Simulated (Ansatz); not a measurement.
The cluster CuB6⁻, relaxed as a singlet with RKS PBE-D4/def2-SVPD in Ansatz, starting from the GFN1-xTB geometry. Force threshold 0.02 eV/Å.

The restricted singlet is unstable towards broken spin symmetry in Hartree–Fock (as tested in another run); at PBE-D4/def2-SVPD this wasn't settled. Another isomer (singlet) lies 0.32 eV lower at PBE0-D4/def2-TZVPD; other spin states weren't run for this one.

Start:

```xyz
7

Cu    1.369   -0.643    1.540
B    -0.925    1.119    0.287
B    -1.406   -0.289   -0.080
B    -0.068   -1.283    0.275
B    -0.205   -0.612   -1.285
B     0.703    0.979    0.438
B     0.531    0.728   -1.175
```

(1) Estimate the energy that the relaxation releases and the steps that it takes.

(2) Does the start keep its bonding and symmetry?

(3) Predict the relaxed structure.

Results:

(1) 120.5 kJ/mol, in 34 steps; 70 s on 4 threads of Intel Xeon Platinum 8259CL on a shared host. No frequencies were taken in this run, so the end may be a saddle point.

(2) Bonds lost: Cu1–B4 (atoms count from 1). Bonds formed: B2–B4, B4–B6, B4–B7 (atoms count from 1). Point group Cs at the start, Cs at the end, both within 0.05 Å.

(3) 
```xyz
7

Cu    2.097    0.223    2.029
B    -0.914    0.611    0.636
B    -1.756   -0.157   -0.552
B    -0.285   -0.772   -0.079
B    -0.640   -0.454   -1.673
B     0.761    0.376    0.659
B     0.736    0.173   -1.020
```
Bond lengths: 10 × B–B 1.61 to 1.72 Å; 1 × B–Cu 1.92 Å.
